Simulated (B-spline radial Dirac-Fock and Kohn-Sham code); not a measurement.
Muonic isotope shifts in thallium

Method: the Dirac equation of a negative muon with reduced mass in the field of a spherical finite nucleus, with the Uehling potential to all orders; nuclear polarisation, deformation, hyperfine structure, self-energy, higher-order vacuum polarisation, relativistic recoil and electron screening are left out. Computed with an atomic code on a B-spline grid. Nuclear charge: Fermi distribution (skin thickness 2.3 fm); radii from Angeli and Marinova (2013). Reference ¹⁹⁷Tl, radius 5.4388 fm: 2p3/2 → 1s1/2 5936 keV, 3d5/2 → 2p3/2 2450 keV.

```tsv
A	radius (fm)	δ⟨r²⟩ (fm²)	shift 2p3/2 → 1s (keV)	shift 3d5/2 → 2p3/2 (keV)
183	5.3786	-0.651	+55.38	+5.41
185	5.3896	-0.533	+45.20	+4.42
188	5.4017	-0.402	+34.03	+3.34
190	5.4121	-0.290	+24.46	+2.40
191	5.4169	-0.238	+20.05	+1.97
192	5.4191	-0.214	+18.03	+1.77
193	5.4243	-0.158	+13.26	+1.30
194	5.4259	-0.140	+11.80	+1.16
195	5.4325	-0.068	+5.76	+0.57
196	5.4327	-0.066	+5.58	+0.55
198	5.4396	+0.009	-0.73	-0.07
199	5.4479	+0.099	-8.30	-0.82
200	5.4491	+0.112	-9.39	-0.93
201	5.4573	+0.202	-16.86	-1.68
202	5.4595	+0.226	-18.86	-1.87
203	5.4666	+0.303	-25.31	-2.52
204	5.4704	+0.345	-28.76	-2.86
205	5.4759	+0.405	-33.74	-3.37
207	5.4853	+0.508	-42.24	-4.22
208	5.4946	+0.610	-50.64	-5.08
```
